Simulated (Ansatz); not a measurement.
C$_{4}$H$_{5}$ (SMILES [C]1=CCC1), doublet, geometry from GFN2-xTB, with bond 7-3 at 1.25 times its length; PBE/def2-SV(P) (Ansatz, a first-principles code).

Here is a job for Ansatz.
Ansatz 0.2 input:
```yaml
crystal:
  periodic: [false, false, false]
  atoms:
    - {symbol: C, position_ang: [-0.02205061, -0.68473402, 0.84115130]}
    - {symbol: C, position_ang: [-0.00826608, 0.63490979, 0.88350398]}
    - {symbol: C, position_ang: [0.00201276, -0.84177276, -0.65304234]}
    - {symbol: C, position_ang: [0.01874293, 0.70825289, -0.63453241]}
    - {symbol: H, position_ang: [-0.01290424, 1.39550575, 1.63691836]}
    - {symbol: H, position_ang: [-0.88690102, -1.29361008, -1.08611356]}
    - {symbol: H, position_ang: [1.11848442, -1.43107228, -1.15593134]}
    - {symbol: H, position_ang: [0.92842902, 1.14581919, -1.04347686]}
    - {symbol: H, position_ang: [-0.86644785, 1.16556213, -1.07445758]}
basis:
  gaussian:
    orbitals: def2-SV_P_.json
hamiltonian:
  xc: pbe
magnetization: {spin_polarized: true, initial_magnetization: 1}
```
The basis file holds def2-SV(P) in the JSON format of the Basis Set Exchange.

It wrote (shortened):

```
Functional definition: PBE
882 factors; their error is unknown
mean field evaluation 1: about -4207.3076 eV, gradient 4.0e1 eV
mean field evaluation 2: about -4192.7679 eV, gradient 6.5e1 eV
mean field evaluation 4: about -4215.6651 eV, gradient 6.6e0 eV
mean field evaluation 8: about -4215.8312 eV, gradient 2.9e-1 eV
mean field evaluation 16: about -4215.8316 eV, gradient 1.0e-4 eV
mean field -4215.83157994 eV, -154.9289529696 hartree, gradient 2.4e-5 eV, S^2 0.756163; 0 other end points of the search recorded, 0 dependent functions left out
reference -4215.83160862 eV, -154.9289540235 hartree; 15, 14 occupied and 51, 52 virtual orbitals, 882 factors
Total energy: -4215.83160862 eV, -154.9289540235 hartree
```
